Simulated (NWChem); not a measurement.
System: C₃H₅F; SMILES FC1CC1

NWChem input:

```
start job
memory heap 200 mb stack 900 mb global 1100 mb
geometry units angstroms noautoz
  F     -0.198832    -1.461572     0.000000
  C      0.468914    -0.262900     0.000000
  C     -0.132853     0.878521    -0.761632
  C     -0.132853     0.878521     0.761632
  H      1.564033    -0.406869     0.000000
  H      0.533569     1.566299    -1.305338
  H     -1.094872     0.676504    -1.257561
  H     -1.094872     0.676504     1.257561
  H      0.533569     1.566299     1.305338
end
basis spherical
  F library def2-svp
  C library def2-svp
  H library def2-svp
end
dft
  xc b3lyp
  iterations 150
  mulliken
end
task dft energy
```

Parts of the log:

```
             Northwest Computational Chemistry Package (NWChem) 7.3.0
             --------------------------------------------------------

 CS  symmetry detected

                             Geometry "geometry" -> ""
                             -------------------------

 Output coordinates in angstroms (scale by  1.889725989 to convert to a.u.)

  No.       Tag          Charge          X              Y              Z
 ---- ---------------- ---------- -------------- -------------- --------------
    1 F                    9.0000    -0.17648001     1.46044846     0.00000000
    2 C                    6.0000     0.47616026     0.25348534     0.00000000
    3 C                    6.0000    -0.13989340    -0.88028859    -0.76163200
    4 C                    6.0000    -0.13989340    -0.88028859     0.76163200
    5 H                    1.0000     1.57300088     0.38369034     0.00000000
    6 H                    1.0000     0.51783884    -1.57638136    -1.30533800
    7 H                    1.0000    -1.09929959    -0.66620636    -1.25756100
    8 H                    1.0000    -1.09929959    -0.66620636     1.25756100
    9 H                    1.0000     0.51783884    -1.57638136     1.30533800

 Effective nuclear repulsion energy (a.u.)     121.3141539162

      Symmetry information
      --------------------

 Group name             Cs
 Group number              2
 Group order               2
 No. of unique centers     6

                                 NWChem DFT Module
                                 -----------------

 Summary of "ao basis" -> "ao basis" (spherical)
 ------------------------------------------------------------------------------
       Tag                 Description            Shells   Functions and Types
 ---------------- ------------------------------  ------  ---------------------
 F                          def2-svp                 6       14   3s2p1d
 C                          def2-svp                 6       14   3s2p1d
 H                          def2-svp                 3        5   2s1p

      Symmetry analysis of basis
      --------------------------

        a'         48
        a"         33

            General Information
            -------------------
          SCF calculation type: DFT
          Wavefunction type:  closed shell.
          No. of atoms     :     9
          No. of electrons :    32
           Alpha electrons :    16
            Beta electrons :    16
          Charge           :     0
          Spin multiplicity:     1
          Use of symmetry is: on ; symmetry adaption is: on
          Maximum number of iterations: 150
          AO basis - number of functions:    81
                     number of shells:    39
          Convergence on energy requested:  1.00D-06
          Convergence on density requested:  1.00D-05
          Convergence on gradient requested:  5.00D-04

              XC Information
              --------------
                         B3LYP Method XC Potential
                     Hartree-Fock (Exact) Exchange  0.200
                        Slater Exchange Functional  0.800 local
                    Becke 1988 Exchange Functional  0.720 non-local
              Lee-Yang-Parr Correlation Functional  0.810
                  VWN I RPA Correlation Functional  0.190 local

             Grid Information
             ----------------
          Grid used for XC integration:  medium
          Radial quadrature: Mura-Knowles
          Angular quadrature: Lebedev.
          Tag              B.-S. Rad. Rad. Pts. Rad. Cut. Ang. Pts.
          ---              ---------- --------- --------- ---------
          F                   0.50       49           9.0       434
          C                   0.70       49           8.0       434
          H                   0.35       45          10.0       434
          Grid pruning is: on
          Number of quadrature shells:   282
          Spatial weights used:  Erf1

      Superposition of Atomic Density Guess
      -------------------------------------

 Sum of atomic energies:        -214.66333799

      Non-variational initial energy
      ------------------------------

 Total energy =    -216.980580
 1-e energy   =    -533.118663
 2-e energy   =     194.823929
 HOMO         =      -0.325924
 LUMO         =       0.106168

      Symmetry analysis of molecular orbitals - initial
      -------------------------------------------------

  Numbering of irreducible representations:

     1 a'          2 a"

  Orbital symmetries:

     1 a'          2 a'          3 a"          4 a'          5 a'
     6 a'          7 a"          8 a'          9 a'         10 a'
    11 a"         12 a'         13 a'         14 a"         15 a'
    16 a"         17 a'         18 a'         19 a"         20 a'
    21 a"         22 a'         23 a"         24 a"         25 a'
    26 a'

     ---------------------------------------------
      Total Density - Mulliken Population Analysis
     ---------------------------------------------

    Atom       Charge   Shell Charges
 -----------   ------   -------------------------------------------------------
    1 F    9     9.42   1.99  1.14  0.78  3.45  2.06  0.00
    2 C    6     5.62   1.99  0.91  0.30  1.70  0.65  0.07
    3 C    6     6.28   1.99  0.96  0.28  2.04  0.98  0.03
    4 C    6     6.28   1.99  0.96  0.28  2.04  0.98  0.03
    5 H    1     0.91   0.68  0.21  0.02
    6 H    1     0.87   0.66  0.19  0.02
    7 H    1     0.87   0.66  0.19  0.02
    8 H    1     0.87   0.66  0.19  0.02
    9 H    1     0.87   0.66  0.19  0.02

   convergence    iter        energy       DeltaE   RMS-Dens  Diis-err
 ---------------- ----- ----------------- --------- --------- ---------
 d= 0,ls=0.0,diis     1   -216.9063520577 -3.38D+02  1.36D-02  4.82D-01
 d= 0,ls=0.0,diis     2   -216.9120244281 -5.67D-03  6.85D-03  5.71D-01
 d= 0,ls=0.0,diis     3   -216.9621129576 -5.01D-02  1.26D-03  3.16D-02
 d= 0,ls=0.0,diis     4   -216.9646117362 -2.50D-03  4.28D-04  1.61D-03
 d= 0,ls=0.0,diis     5   -216.9647475837 -1.36D-04  1.34D-04  1.60D-04
  Resetting Diis
 d= 0,ls=0.0,diis     6   -216.9647670061 -1.94D-05  1.46D-05  1.38D-06
 d= 0,ls=0.0,diis     7   -216.9647671376 -1.32D-07  1.18D-05  4.20D-07
 d= 0,ls=0.0,diis     8   -216.9647671181  1.95D-08  6.23D-06  5.65D-07

         Total DFT energy =     -216.964767118120
      One electron energy =     -536.335961619455
           Coulomb energy =      226.625162460211
    Exchange-Corr. energy =      -28.568121875094
 Nuclear repulsion energy =      121.314153916217

 Numeric. integr. density =       31.999994724098

                  Occupations of the irreducible representations
                  ----------------------------------------------

                     irrep           alpha         beta
                     --------     --------     --------
                     a'               11.0         11.0
                     a"                5.0          5.0

                       DFT Final Molecular Orbital Analysis
                       ------------------------------------

 Vector   14  Occ=2.000000D+00  E=-3.743805D-01  Symmetry=a"
              MO Center= -2.7D-01, -9.4D-01, -1.4D-14, r^2= 2.5D+00
   Bfn.  Coefficient  Atom+Function         Bfn.  Coefficient  Atom+Function
  ----- ------------  ---------------      ----- ------------  ---------------
    32      0.287137  3 C  px                46     -0.287137  4 C  px
    67     -0.266979  7 H  s                 72      0.266979  8 H  s
    62      0.233784  6 H  s                 77     -0.233784  9 H  s
    33     -0.126884  3 C  py                47      0.126884  4 C  py
    68     -0.126061  7 H  s                 73      0.126061  8 H  s

 Vector   15  Occ=2.000000D+00  E=-3.041050D-01  Symmetry=a'
              MO Center=  4.5D-02, -3.9D-01,  1.5D-15, r^2= 2.2D+00
   Bfn.  Coefficient  Atom+Function         Bfn.  Coefficient  Atom+Function
  ----- ------------  ---------------      ----- ------------  ---------------
    34      0.256935  3 C  pz                48     -0.256935  4 C  pz
    33     -0.229241  3 C  py                47     -0.229241  4 C  py
    57      0.212084  5 H  s                  4      0.207306  1 F  px
    18      0.193763  2 C  px                 5      0.172684  1 F  py
    37      0.155852  3 C  pz                51     -0.155852  4 C  pz

 Vector   16  Occ=2.000000D+00  E=-2.873698D-01  Symmetry=a"
              MO Center=  7.9D-02,  2.7D-02, -5.9D-16, r^2= 2.1D+00
   Bfn.  Coefficient  Atom+Function         Bfn.  Coefficient  Atom+Function
  ----- ------------  ---------------      ----- ------------  ---------------
    20      0.401716  2 C  pz                 6      0.364518  1 F  pz
     9     -0.270874  1 F  pz                33     -0.259674  3 C  py
    47      0.259674  4 C  py                31     -0.236531  3 C  s
    45      0.236531  4 C  s                 36     -0.149959  3 C  py
    50      0.149959  4 C  py                23      0.124623  2 C  pz

 Vector   17  Occ=0.000000D+00  E= 5.708449D-02  Symmetry=a'
              MO Center=  9.4D-01, -8.4D-01,  2.4D-14, r^2= 4.8D+00
   Bfn.  Coefficient  Atom+Function         Bfn.  Coefficient  Atom+Function
  ----- ------------  ---------------      ----- ------------  ---------------
    58      1.092400  5 H  s                 63      0.983284  6 H  s
    78      0.983284  9 H  s                 17     -0.811333  2 C  s
    21     -0.458278  2 C  px                31     -0.379827  3 C  s
    45     -0.379827  4 C  s                 36      0.308415  3 C  py
    50      0.308415  4 C  py                68     -0.300017  7 H  s

[...]
```

Level: B3LYP/def2-SVP. Structure relaxed at the PBE-D3(BJ)/def2-SVP level. B3LYP is NWChem's, with the RPA form of VWN correlation.
